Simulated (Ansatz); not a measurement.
A nudged elastic band was laid between two geometries of AlCl2H4N (8 atoms, charge 0, multiplicity 1).

Computed with Ansatz, RKS PBE0-D4/def2-SVP.

```yaml
movable_images: 3
climbing_image: no
spring: 5.0 eV/Å²
optimiser: quadratic models (default)
start_path: through a guess of the saddle point
force_threshold: 0.05 eV/Å
iteration_limit: 60
end_points: relaxed
```

Initial state:

```xyz
8
Properties=species:S:1:pos:R:3
Al 0.008 -0.051 0.211
H -0.176 0.858 1.493
Cl 1.916 -0.037 -0.756
Cl -1.666 -0.273 -1.103
N 0.063 -1.954 0.942
H -0.688 -2.502 0.517
H 0.954 -2.388 0.692
H -0.042 -2.001 1.957
```

Final state:

```xyz
8
Properties=species:S:1:pos:R:3
Al 0.086 -0.733 -0.170
H -0.153 0.492 1.828
Cl 1.861 0.335 -0.500
Cl -1.723 0.061 -0.872
N 0.141 -2.382 0.440
H -0.662 -2.997 0.501
H 0.991 -2.877 0.685
H -0.172 -0.244 2.043
```

**Question.** Which bonds break or form, and what moves?

**Answer.** Bonds broken: Al1–H2, N5–H8. Bonds formed: H2–H8. AlCl2H4N becomes AlCl2H2N + H2.

**Question.** What energy profile does the band end with?

**Answer.** The forces met the threshold. The highest image is number 2 of 0 to 4, 30.1 kcal/mol above the first end and 8.0 kcal/mol above the last; the last end lies 22.2 kcal/mol above the first. No image climbed, so the highest image needn't sit at the top of the path. So few images can step over the top or miss a turn of the path. The orbitals stay closed-shell, which can raise the energy where a bond breaks towards radicals; this wasn't checked here.

| image | path coordinate (Å) | energy (kcal/mol) | Al1–H2 (Å) | N5–H8 (Å) | H2–H8 (Å) |
| --- | --- | --- | --- | --- | --- |
| 0 | 0.00 | 0.0 | 1.58 | 1.02 | 2.90 |
| 1 | 0.73 | 4.9 | 1.59 | 1.02 | 2.11 |
| 2 | 1.45 | 30.1 | 1.72 | 1.23 | 1.28 |
| 3 | 2.18 | 26.3 | 2.09 | 2.01 | 0.80 |
| 4 | 2.90 | 22.2 | 2.36 | 2.69 | 0.77 |

**Question.** What is the geometry of the highest image?

**Answer.** 
```xyz
8
Properties=species:S:1:pos:R:3:forces:R:3
Al 0.048 -0.350 -0.039 -0.07 0.88 0.39
H -0.157 0.175 1.590 0.03 0.00 -0.40
Cl 1.936 0.273 -0.715 0.12 -0.12 -0.20
Cl -1.723 0.024 -1.101 -0.09 -0.13 -0.23
N 0.082 -2.055 0.852 -0.09 0.49 0.59
H -0.699 -2.717 0.796 -0.01 0.30 0.11
H 0.948 -2.594 0.955 -0.09 0.32 0.11
H -0.066 -1.101 1.614 0.18 -1.74 -0.36
```

Run time: 59 s on 2 threads of Arm Neoverse V1 (shared host), peak memory 0.18 GiB.
